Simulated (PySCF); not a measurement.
Isomers of CH2B2. Gas-phase values, no solvent. Strings in code marks are SMILES.

Quantity: electronic energy of isomers of CH2B2 relative to `B=C=B`, in eV.

Case: `B1=CB1`. Geometry of `B1=CB1` (neutral, multiplicity 1, Å):

```xyz
5

B     -0.2576     1.2592     0.1058
C     -0.8168     0.0266     0.0174
B      0.7885     0.1706    -0.0009
H     -1.4018    -0.8734    -0.0439
H      1.6877    -0.5829    -0.0785
```

Q: Predict the electronic energy of isomers of CH2B2 relative to `B=C=B` from HF/STO-3G // B3LYP-D3(BJ)/def2-TZVP (PySCF).

A: 1.18 eV.
